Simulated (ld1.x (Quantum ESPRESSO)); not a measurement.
**Before and after: TM semilocal potential for ruthenium (Ru)**

ld1.x (Quantum ESPRESSO) 7.5 input, shortened:

```
&input
   title='Ru', zed=44., rel=1, dft='PBE', iswitch=3,
   config='[Kr] 4d7 5s1 5p0'
 /
 &inputp
   pseudotype=1, tm=.true., lloc=2,
   nlcc=.false.
 /
3
5S  1  0   1.00   0.00  2.45  2.45  0.0
5P  2  1   0.00   0.00  4.00  4.00  0.0
4D  3  2   7.00   0.00  1.95  1.95  0.0
 &test
   configts(1)='4d7 5s1 5p0'
 /
```

All-electron outer shells of the reference configuration (PBE, scalar-relativistic, ld1.x):

```tsv
shell	level (eV)	outermost node (bohr)	outermost maximum (bohr)
4s	-76.37	0.48	0.92
4p	-46.42	0.49	0.98
4d	-5.20	0.48	1.21
5s	-4.24	1.24	2.73
5p	-0.91	1.41	3.97
```

Change: functional PBEsol.

Cutoffs: the cutoffs (Ry, on a coarse ladder) from which the occupation-weighted sum of valence levels, in a spherical-Bessel basis at the reference potential, stays within 10 and 1 mRy of its value at 400 Ry; they do not see the model core or the augmentation charge, which bear on the density cutoff. Errors are all-electron minus pseudo energies relative to the spin-unpolarised reference configuration.

Problem. How do hardness, ghosts and transferability respond?

Solution. The potential gets neither clearly harder nor softer (45 Ry and 55 Ry → 45 Ry and 55 Ry); of the 7 tests that both files solve, the error grows in 2 and shrinks in 3 by more than 15 % and 0.3 meV (median size 9.9 → 13.3 meV); neither file shows a bound ghost. A semilocal file is local in each channel, so a ghost entry of none says nothing of the separable form that plane-wave codes build from it.

```csv
quantity,base,changed
"cutoff, loose",45 Ry,45 Ry
"cutoff, tight",55 Ry,55 Ry
bound ghosts,none,none
"error for 4d7 5s0 5p0, meV [ΔE 7.29 → 7.30 eV]",+9.9,-3.0
"error for 4d6 5s0 5p0, meV [ΔE 25.48 eV]",+52,+13
"error for 4d5 5s0 5p0, meV [ΔE 56.10 → 56.09 eV]",-8.2,-78
"error for 4d6 5s2 5p0, meV [ΔE 1.70 → 1.68 eV]",-50,-51
"error for 4d7 5s0 5p1, meV [ΔE 3.46 → 3.52 eV]",+5.1,+2.1
"error for 4d7 5s0.5 5p0, meV [ΔE 2.86 → 2.87 eV]",+1.0,-1.5
"error for 4d6 5s1 5p0, meV [ΔE 10.11 → 10.13 eV]",-23,-25
s: phases at 4.36 bohr within 0.05 rad from the reference energy up to (Ry; the scan ends near 5),0.8,0.8
p: phases at 4.36 bohr within 0.05 rad from the reference energy up to (Ry; the scan ends near 5),1.1,1.1
d: phases at 4.36 bohr within 0.05 rad from the reference energy up to (Ry; the scan ends near 5),2.7,2.7
```
